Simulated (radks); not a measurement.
The numbers below are computed, except where a source is named.
Dispersion coefficients C6 (hartree bohr^6) between ground-configuration atoms and ions, from the Casimir-Polder integral (3/pi) of alpha_A(iw) alpha_B(iw). Code: a radial shooting solver on a logarithmic mesh with Libxc functionals. Model: non-relativistic Kohn-Sham, LDA (Slater exchange, Perdew-Wang correlation), spin-polarised, spherical densities, point nucleus; open shells are filled with parallel spins first (spin-orbit coupling, left out, can overturn this in heavy ions). Response by self-consistent Sternheimer equations with the Hartree and adiabatic LDA kernel. For heavy and open-shell atoms this level of theory can miss by tens of per cent.

| C6 | Nb+ | Ag+ | F2+ | Zr3+ | Co | In+ | Ti |
|---|---|---|---|---|---|---|---|
| Nb+ | 168.9 |  |  |  |  |  |  |
| Ag+ | 96.07 | 60.04 |  |  |  |  |  |
| F2+ | 14.27 | 9.488 | 1.573 |  |  |  |  |
| Zr3+ | 57.72 | 37.09 | 5.975 | 23.12 |  |  |  |
| Co | 260.6 | 136.3 | 19.13 | 79.70 | 430.0 |  |  |
| In+ | 174.8 | 98.78 | 14.60 | 59.15 | 271.5 | 181.4 |  |
| Ti | 398.3 | 198.4 | 27.04 | 114.4 | 681.1 | 415.0 | 1107 |

Static polarisabilities (bohr^3): Nb+ ([Kr] 4d4) 26.20, Ag+ ([Kr] 4d10) 10.13, F2+ ([He] 2s2 2p3) 1.231, Zr3+ ([Kr] 4d1) 5.517, Co ([Ar] 3d7 4s2) 51.55, In+ ([Kr] 4d10 5s2) 26.33, Ti ([Ar] 3d2 4s2) 97.84. The combination rule 2 Ca Cb / ((alpha_b/alpha_a) Ca + (alpha_a/alpha_b) Cb) gives 53.72 for Zr3+-Nb+, against 57.72 from the integral.
